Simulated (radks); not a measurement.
Q: Spin polarisation of the 3d7 shell in Ni3+. Start: [Ar] 3d(up 3.5, down 3.5); electrons of 3d are moved from spin down to spin up, other shells keep equal spins. Method: scalar-relativistic Kohn-Sham, SCAN, spin-polarised, spherical densities, finite nucleus; meta-GGA in the generalised Kohn-Sham scheme; Fermi nuclear charge, rms radius of each element as measured or else 0.836 A^(1/3) + 0.57 fm; computed with a radial shooting solver on a logarithmic mesh with Libxc functionals. Estimate the energy gained and the exchange splitting at a moment of 3 Bohr magnetons.

A: At moment 3 the spin-polarisation energy is -3.410 eV and the 3d exchange splitting 4.585 eV, that is 1.528 eV per Bohr magneton; E = -I m^2/4 would give I = 1.516 eV.
